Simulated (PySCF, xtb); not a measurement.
SiFBr, SMILES Br[Si]F (connectivity only; charge and spin as stated), neutral, multiplicity 1.

GFN2-xTB (xtb) at its own geometry gives an orbital gap of 2.91 eV and a dipole moment of 3.64 D.

Geometry: ωB97X-D3(BJ)/def2-TZVP.

Question: What does PySCF with ωB97X/def2-TZVPD give? (The exact figures need the calculation; the answer reports its results.)

Answer: gap 9.47 eV (levels -10.08 and -0.61 eV), dipole 1.08 D.
